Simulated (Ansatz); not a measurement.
`C[NH][AlH][SH]` + HCl → `C[NH][AlH][Cl]` + H₂S at 600 K and 1 bar (ligand exchange at the Al–S bond).

Isolated molecules relaxed with PBE0-D4/def2-TZVP in Ansatz; ΔE leaves out vibrations. CBS: MP2 limit from def2 TZ/QZ plus the TZ coupled-cluster correction, frozen cores. This one scheme is used for every species. Each species was taken in one conformer, which may not be the lowest.

| species | CCSD(T)/CBS energy (Eh) | H − E (kJ/mol) | S (J/(mol·K)) |
| --- | --- | --- | --- |
| `C[NH][AlH][SH]` | -736.22383 | 245.1 | 431.0 |
| HCl | -460.38127 | 35.4 | 207.2 |
| `C[NH][AlH][Cl]` | -797.65353 | 218.3 | 405.3 |
| H₂S | -398.97279 | 60.8 | 230.9 |

H − E and S are ideal-gas, rigid-rotor, harmonic terms from PBE0-D4/def2-TZVP, for one conformer and one mirror image of each species. 1 Eh = 2625.50 kJ/mol, R = 8.31446 J/(mol·K).

Task: By hand: ΔE, ΔH, ΔS and ΔG.

Result: ΔE = (-797.65353) + (-398.97279) − (-736.22383) − (-460.38127) = -0.02122 Eh = -55.7 kJ/mol. Δ(H − E) = 218.3 + 60.8 − 245.1 − 35.4 = -1.4, so ΔH = -57.1 kJ/mol. ΔS = 405.3 + 230.9 − 431.0 − 207.2 = -2.0 J/(mol·K). ΔG = -57.1 − 600 × (-2.0)/1000 = -55.9 kJ/mol.

Task: By hand: the equilibrium constant, and the temperature at which ΔG would vanish if ΔH and ΔS stayed fixed.

Result: log₁₀ K = −ΔG/(RT ln 10) = 4.9. ΔG = 0 at ΔH/ΔS = 28550 K, far beyond where these terms or the molecules hold.

The number of gas molecules stays the same, so ΔS is small and ΔH decides. A doubt of 5 kJ/mol in ΔE shifts log₁₀ K by 0.4 here. Other conformers and mirror images would add mixing entropy, several J/(mol·K) or more a flexible species. These are equilibria of isolated gas molecules and say nothing of rates. Largest T1 diagnostic: 0.011 (customary marks: 0.02 for closed shells, 0.045 for open ones).
